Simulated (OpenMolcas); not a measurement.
**Pd4+: moving or changing the point charges**

Pd4+ among 8 point charges of -1.2 e arranged as a cube (Oh), 1.79 Å from the ion.

| Property | Result |
| --- | --- |
| Program | OpenMolcas 26.06 |
| Method | CASSCF |
| Basis | ANO-RCC-VDZP [6s5p3d1f] |
| Scalar Hamiltonian | DKH2, point nucleus |
| Active space | 6 electrons in 5 orbitals (4d) |
| State averaging | 2S+1 = 5 even, 5 roots; 2S+1 = 3 even, 45 roots; 2S+1 = 1 even, 50 roots |
| Spin-orbit coupling | state interaction with AMFI integrals over the reference wave functions |

Runs around this geometry, states (labels of O, the rotations of Oh). Energies in cm-1 above the lowest state or level, χT in cm3 K/mol.

| R (Å) | q (e) | Ground state | First state of that spin | First gap with spin-orbit (degeneracies) | χT at 300 K | First state of another spin |
| --- | --- | --- | --- | --- | --- | --- |
| 1.79 | -0.78 | 5E | 5T2 3835 | 153.0 (1, 3) | 4.415 | 3T1 19739 |
| 1.65 | -1.2 | 5E | 5T2 8805 | 145.8 (1, 3) | 3.646 | 3T1 16161 |
| 1.79 | -1.2 | 5E | 5T2 5994 | 154.3 (1, 3) | 3.975 | 3T1 18323 |
| 1.99 | -1.2 | 5E | 5T2 3609 | 151.5 (1, 3) | 4.476 | 3T1 19924 |

Taking the first state of the same spin as R^-n, n = -ln(3609 / 8805) / ln(1.99 / 1.65) = 4.8 between the shortest and longest distance.

Scaling the charges by -0.78 / -1.2 = 0.65 scales the first state of the same spin by 3835 / 5994 = 0.64; with fixed orbitals a first-order splitting would follow the charge.

An orbital doublet at a regular site is open to a Jahn-Teller distortion, which this geometry leaves out. Without dynamic correlation the repulsion within the d shell is too large (B by tens of per cent), so at a given field states of lower spin stand too high. Point charges give a weaker field than real ligands, and real ions of this kind are as a rule low spin; the high spin found here belongs to the model. The ground term spreads over less than 5000 cm-1, several times less than with real ligands, so orbital moments are less quenched and χT lies further from the spin-only value than at real sites (holds for R = 1.79, q = -0.78; R = 1.99, q = -1.2). Point charges carry no covalency, so the field is a model and not that of real ligands. No measured value stands beside these numbers.
